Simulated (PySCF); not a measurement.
**Worked example: entropy of an ideal gas**

TiF4, SMILES [F][Ti]([F])([F])[F], multiplicity 1.

Geometry optimised at B3LYP-D3(BJ)/def2-SVP. The multiplicity is an assumed one; other spin states were not compared. The isomer is the one that the SMILES or the coordinates give; other isomers of the formula were not compared.

B3LYP-D3(BJ)/def2-SVP in PySCF gives the harmonic wavenumbers 196, 196, 223, 223, 223, 740, 836, 836, 836 cm⁻¹ and the rotational temperatures 0.1591, 0.1591, 0.1591 K. The molar mass is 123.86 g/mol, the symmetry number 12, the spin multiplicity 1.

Work out the entropy at 298.15 K and 1 atm in the rigid-rotor, harmonic-oscillator model.


Translation (Sackur–Tetrode at 1 atm): S = R[1.5 ln M + 2.5 ln T − 1.16487] = 168.8 J/(mol K).
Rotation: q = (√π/σ) T^1.5/√(θA θB θC) = 12000, S = R[ln q + 3/2] = 90.6 J/(mol K).
Vibration: with u = 1.4388 ν/T, each mode gives R[u/(e^u − 1) − ln(1 − e^−u)]:
```
ν (cm⁻¹)  modes     u  S (J/(mol K))
--------  -----  ----  -------------
196           2  0.95          18.16
223           3  1.08          24.28
740           1  3.57           1.10
836           3  4.03           2.26
```
These are all the modes. Sum 45.8 J/(mol K).
Spin: R ln 1 = 0.0 J/(mol K).
Total 305.2 J/(mol K); the program's own thermochemistry gives 305.2. Translation makes up 55 % and vibration 15 %. Anharmonicity, hindered rotation and orbital degeneracy are left out.
